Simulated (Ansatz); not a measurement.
The cluster Rh5⁻, 5 atoms. Hardware: 4 threads of Arm Neoverse V2 on a shared host.

In the def2 sets Rh takes a core potential; there is no spin–orbit coupling. Correlated methods freeze no core orbitals; core or outer-core shells of Rh are correlated, in sets that lack core-valence functions.

Task: How many basis functions does each of these Ansatz runs have, and roughly what does it cost? B97M-V/def2-TZVPD, charge -1 singlet, energy, from earlier orbitals; MP2/def2-TZVPD, charge -1 singlet, energy, from earlier orbitals; r2SCAN-D4/def2-TZVPD, charge -1 singlet, energy, from earlier orbitals; PBE0-D4/def2-TZVPD, charge -1 singlet, energy, from earlier orbitals; B3LYP-D4/def2-SVPD, charge -1 singlet, relaxation, 8 steps; PBE-D4/def2-TZVPD, charge -1 singlet, energy and forces, from earlier orbitals; LC-ωPBE/def2-TZVPD, charge -1 singlet, energy, from earlier orbitals; r2SCANh-D4/def2-TZVPD, charge -1 singlet, energy, from earlier orbitals; RPA@PBE/def2-TZVPD, charge -1 singlet, energy, from earlier orbitals.

Result: Other jobs shared the machine, so times can vary by a factor of up to 3. A dash marks memory too small to be measured apart from the calling script's.

| run | functions | fitting or Cholesky vectors | wall time | peak host memory (GiB) |
| --- | --- | --- | --- | --- |
| PBE-D4/def2-TZVPD, charge -1 singlet, energy and forces, from earlier orbitals | 200 | 1770 | 7 s | – |
| PBE0-D4/def2-TZVPD, charge -1 singlet, energy, from earlier orbitals | 200 | 1875 | 8.5 s | 0.79 |
| r2SCAN-D4/def2-TZVPD, charge -1 singlet, energy, from earlier orbitals | 200 | 1770 | 11 s | – |
| r2SCANh-D4/def2-TZVPD, charge -1 singlet, energy, from earlier orbitals | 200 | 1770 | 12 s | 0.82 |
| LC-ωPBE/def2-TZVPD, charge -1 singlet, energy, from earlier orbitals | 200 | 1770 | 17 s | 0.85 |
| B3LYP-D4/def2-SVPD, charge -1 singlet, relaxation, 8 steps | 170 | 1904 | 49 s | 0.55 |
| B97M-V/def2-TZVPD, charge -1 singlet, energy, from earlier orbitals | 200 | 1770 | 59 s | 0.91 |
| MP2/def2-TZVPD, charge -1 singlet, energy, from earlier orbitals | 200 | 1955 | 65 s | 1.1 |
| RPA@PBE/def2-TZVPD, charge -1 singlet, energy, from earlier orbitals | 200 | 1955 | 71 s | 1.1 |
